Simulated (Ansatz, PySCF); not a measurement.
C2H4F2OSi, SMILES O=C([SiH3])C(F)F. Atoms are numbered in the order given.

```xyz
10

O     -0.4067     0.5398     1.8230
C     -0.1175     0.2130     0.6961
Si     1.7160     0.3471     0.0464
C     -1.1970    -0.3152    -0.2600
F     -1.2087     0.4788    -1.3612
F     -0.8428    -1.5675    -0.6452
H      2.5502    -0.4563     0.9791
H      1.8589    -0.1470    -1.3474
H      2.0859     1.7851     0.1344
H     -2.1980    -0.3318     0.2041
```

The structure is a stationary point at B3LYP-D3(BJ)/def2-SVP. The values are those of a single conformer.

Two levels are set side by side: PBE-D3(BJ)/def2-SVP (Ansatz, an electronic-structure program) and B3LYP-D3(BJ)/def2-SVP (Ansatz). Each level has its own optimised geometry; the coordinates shown are those of the second. Frequencies come from the Hessian of PySCF at each geometry. Differences are taken from unrounded values.

```tsv
quantity	B3LYP-D3(BJ)	PBE-D3(BJ)	PBE-D3(BJ) minus B3LYP-D3(BJ)
mean bond length (Å)	1.441	1.452	0.010
bond O1–C2 (Å)	1.208	1.217	0.009
bond C2–Si3 (Å)	1.950	1.960	0.010
bond C2–C4 (Å)	1.536	1.541	0.006
bond C4–F5 (Å)	1.358	1.366	0.008
bond C4–F6 (Å)	1.357	1.366	0.009
bond Si3–H7 (Å)	1.487	1.501	0.014
bond Si3–H8 (Å)	1.486	1.500	0.014
bond Si3–H9 (Å)	1.487	1.501	0.013
bond C4–H10 (Å)	1.103	1.114	0.010
highest harmonic wavenumber (cm⁻¹)	3088	2998	-90
mean harmonic wavenumber (cm⁻¹)	1035	998	-37
zero-point energy (kcal/mol)	35.50	34.22	-1.28
```

GGA bonds tend to be longer and softer than those of functionals with exact exchange. Differences between two approximate levels are no errors against the true value.
